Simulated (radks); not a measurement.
Values are calculated unless marked as measured or tabulated.
Zn I, configuration [Ar] 3d10 4s2. Code: a radial shooting solver on a logarithmic mesh with Libxc functionals. Model: scalar-relativistic Kohn-Sham, LDA (Slater exchange, VWN5 correlation), spin-polarised, spherical densities, finite nucleus; Fermi nuclear charge, rms radius 3.9283 fm.

Unscreened Slater integrals over Kohn-Sham orbitals (cm^-1). They are taken over the spin-up orbitals.

| integral | value |
|---|---|
| F0(4s,4s) | 75680 |
| F0(4s,3d) | 97710 |
| G2(4s,3d) | 10705 |
| F0(4s,3p) | 99762 |
| G1(4s,3p) | 4768.4 |
| F0(4s,3s) | 100040 |
| G0(4s,3s) | 3428.9 |
| F0(3d,3d) | 227960 |
| F2(3d,3d) | 102490 |
| F4(3d,3d) | 63229 |
| F0(3d,3p) | 249950 |
| F2(3d,3p) | 115710 |
| G1(3d,3p) | 142780 |
| G3(3d,3p) | 86160 |
| F0(3d,3s) | 254690 |
| G2(3d,3s) | 107710 |
| F0(3p,3p) | 278140 |
| F2(3p,3p) | 138360 |
| F0(3p,3s) | 283760 |
| G1(3p,3s) | 187290 |
| F0(3s,3s) | 289910 |
